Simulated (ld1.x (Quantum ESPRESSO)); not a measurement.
S TM: all-electron and pseudo phase curves

- Element: S (Z = 16)
- Generator: ld1.x (Quantum ESPRESSO) 7.5
- Type: norm-conserving Troullier–Martins (Kleinman–Bylander form)
- Functional: PBE
- Relativity: non-relativistic
- Frozen core: [Ne]
- Valence charge: 6
- Reference configuration: 3s2 3p3.75 (charge +0.25)
- Partial waves: 3s (bound): rc 1.25 bohr; 3p (bound): rc 1.05 bohr; 3d channel at 0.2 Ry: rc 1.25 bohr
- Local potential: all-electron potential smoothed inside 0.90 bohr (lloc = -1)
- Core correction: Bessel-smoothed model core, default radius (core density twice the valence density)

The phase is arctan(r·u′/u) with u = r·R(r), unwrapped; energies in Ry, scanned from -3 to 5 Ry. A pole is an energy at which the radial function vanishes at the test radius. The pseudo phase is shifted by a multiple of π to meet the all-electron one at the reference energy, and phase errors are pseudo minus all-electron; the curves can meet again beyond the range given. Levels narrower than the energy grid can be missing from the lists of poles.

| channel | radius (bohr) | reference energy (Ry) | poles, all-electron | poles, pseudo | unbroken range about the reference energy with phases within 0.05 rad | phase error 1 Ry above the reference energy (rad) |
| --- | --- | --- | --- | --- | --- | --- |
| s | 1.34 | -1.44 | none | -2.34 | above -2.1 | +0.021 |
| p | 1.34 | -0.68 | none | 4.60 | below 0.8 | -0.021 |
| d | 1.34 | 0.20 | none | none | the whole range | +0.000 |

Note: ghost state, extra bound levels that the all-electron valence spectrum of the same l lacks: s at -32.2 eV. A true bound ghost makes a file unfit for plane-wave use.

Phases in the s channel:

| E (Ry) | all-electron | pseudo |
| --- | --- | --- |
| -3.00 | 0.810 | 3.893 |
| -2.52 | 0.683 | 3.676 |
| -2.04 | 0.512 | 0.544 |
| -1.56 | 0.284 | 0.284 |
| -1.08 | 0.000 | 0.004 |
| -0.60 | -0.307 | -0.290 |
| -0.12 | -0.586 | -0.558 |
| 0.36 | -0.807 | -0.774 |
| 0.84 | -0.973 | -0.940 |
| 1.32 | -1.096 | -1.064 |
| 1.80 | -1.189 | -1.158 |
| 2.28 | -1.260 | -1.232 |
| 2.76 | -1.317 | -1.290 |
| 3.24 | -1.362 | -1.338 |
| 3.72 | -1.400 | -1.377 |
| 4.20 | -1.432 | -1.411 |
| 4.68 | -1.459 | -1.439 |
